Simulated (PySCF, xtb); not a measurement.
C2H7BO3, SMILES O(CC)B(O)O. Other conformers were not sampled.

Harmonic wavenumbers (cm⁻¹) from GFN2-xTB (xtb) at its own minimum, in rising order: 46, 109, 177, 241, 361, 386, 419, 467, 507, 579, 776, 835, 914, 928, 975, 1085, 1119, 1153, 1237, 1262, 1318, 1351, 1393, 1463, 1477, 1494, 2914, 2935, 3042, 3047, 3050, 3644, 3654.

Problem. What does PBE-D3(BJ)/def2-SVP (PySCF) give at its own minimum? (The exact figures need the calculation; the answer reports its results.)

Solution. 70, 90, 206, 288, 295, 380, 439, 457, 521, 645, 769, 801, 905, 913, 983, 1074, 1118, 1152, 1277, 1319, 1354, 1387, 1409, 1421, 1430, 1482, 2961, 2974, 3014, 3067, 3075, 3782, 3794. Paired by order, the mean absolute difference is 34 cm⁻¹ and the zero-point energies are 63.4 and 64.1 kcal/mol.
